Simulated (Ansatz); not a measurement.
The cluster Be₃S₂. Charge 0, multiplicity 3. Geometry r2SCAN-D4/def2-TZVP; atoms count from 1.

```xyz
5

Be    0.188   -0.161   -1.491
Be   -0.657    0.134    0.487
Be    1.479   -0.179    0.255
S     0.639    0.087    1.922
S    -1.649    0.119   -1.173
```

At PBE0-D4/def2-TZVP a singlet of charge 0 lies 2.13 eV below the triplet, each at its own geometry. The structure comes from a short search, and lower isomers may exist.

(1) Estimate the Mulliken populations from the PBE0/def2-TZVP orbitals of Ansatz.

(2) Where does the spin sit?

(3) And the Mayer bond orders between bonded heavy atoms (over 0.3)?

## Answers

(1) 
```csv
atom,charge (e),spin (α − β)
Be1,0.04,0.81
Be2,0.15,0.22
Be3,0.04,0.81
S4,-0.11,0.08
S5,-0.11,0.08
```
Mulliken values and Mayer orders depend strongly on the basis.

(2) Summed by element: Be 1.83, S 0.17, of 2 unpaired in all. Largest on single atoms: Be1 0.81, Be3 0.81, Be2 0.22.

(3) Be1–Be2 0.32 (2.17 Å); Be1–Be3 0.78 (2.17 Å); Be1–S5 1.39 (1.89 Å); Be2–Be3 0.32 (2.17 Å); Be2–S4 1.08 (1.93 Å); Be2–S5 1.08 (1.93 Å); Be3–S4 1.39 (1.89 Å).
